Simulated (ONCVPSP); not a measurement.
## What one change does to a pseudopotential (cadmium (Cd), ONCV)

ONCVPSP 4.0.1 input, shortened (lines: element, Z, core and valence counts, functional; n l f; lmax; l rc ep ncon nbas qcut; lloc lpopt rc5 dvloc0; l nproj debl; icmod fcfact rcfact), PBE, fully relativistic:

```
  Cd 48.00    6    5        4      upf
    1    0    2.00
    2    0    2.00
    2    1    6.00
    3    0    2.00
    3    1    6.00
    3    2   10.00
    4    0    2.00
    4    1    6.00
    4    2   10.00
    5    0    1.50
    5    1    0.50
    2
    0    1.55    0.00    4    8    6.30
    1    1.30    0.00    4    7   12.80
    2    1.45    0.00    5    9    8.80
    4    5    1.20    4.00
    0    2    2.80
    1    2    3.70
    2    2    4.00
    1    0.45    0.00
```

Open shells are filled in proportion to 2j + 1.

All-electron outer shells of the reference configuration (PBE, scalar-relativistic, ld1.x):

```csv
shell,level (eV),outermost node (bohr),outermost maximum (bohr)
3p,-602.30,0.14,0.32
3d,-394.66,–,0.27
4s,-106.96,0.43,0.79
4p,-68.02,0.43,0.84
4d,-12.76,0.42,0.98
5s,-6.34,1.06,2.32
5p,-1.67,1.19,3.25
```

Change: p: qcut 10.2.

Cutoffs: the cutoffs (Ha) at which the residual kinetic energy of the hardest occupied pseudo-wave falls to 1 and 0.1 mHa per electron; they do not see the model core or the augmentation charge, which bear on the density cutoff. Errors are all-electron minus pseudo energies relative to the spin-unpolarised reference configuration.

**Question.** How do hardness, ghosts and transferability respond?

**Answer.** The potential gets softer (48 Ha and 58 Ha → 37 Ha and 44 Ha); the errors of the 4 common tests hardly move; neither file shows a bound ghost. The waves are optimised to have the least kinetic energy above qcut, so the cutoff follows it (qcut²/2 in Ha).

```tsv
quantity	base	changed
cutoff, loose	48 Ha	37 Ha
cutoff, tight	58 Ha	44 Ha
loose cutoff by channel	s 15 Ha, p 48 Ha, d 33 Ha	s 15 Ha, p 37 Ha, d 33 Ha
bound ghosts	none	none
GHOST(+) flags under 300 eV	none	none
error for 4s2 4p6 4d10 5s2 5p0, meV [ΔE -2.28 eV]	-0.3	-0.3
error for 4s2 4p6 4d10 5s1 5p0, meV [ΔE 6.99 eV]	-0.1	-0.1
error for 4s2 4p6 4d10 5s0 5p0, meV [ΔE 24.12 eV]	-4.1	-4.1
error for 4s2 4p6 4d10 5s1.5 5p0, meV [ΔE 1.43 eV]	+0.1	+0.1
s: phases at 1.58 bohr within 0.05 rad from the reference energy up to (Ha; the scan ends near 5)	to the end of the scan	to the end of the scan
p3/2: phases at 1.32 bohr within 0.05 rad from the reference energy up to (Ha; the scan ends near 5)	to the end of the scan	to the end of the scan
p1/2: phases at 1.32 bohr within 0.05 rad from the reference energy up to (Ha; the scan ends near 5)	to the end of the scan	to the end of the scan
d5/2: phases at 1.47 bohr within 0.05 rad from the reference energy up to (Ha; the scan ends near 5)	to the end of the scan	to the end of the scan
d3/2: phases at 1.47 bohr within 0.05 rad from the reference energy up to (Ha; the scan ends near 5)	to the end of the scan	to the end of the scan
rms error of d²Exc/dni dnj with the model core, mHa	2.83	2.76
```
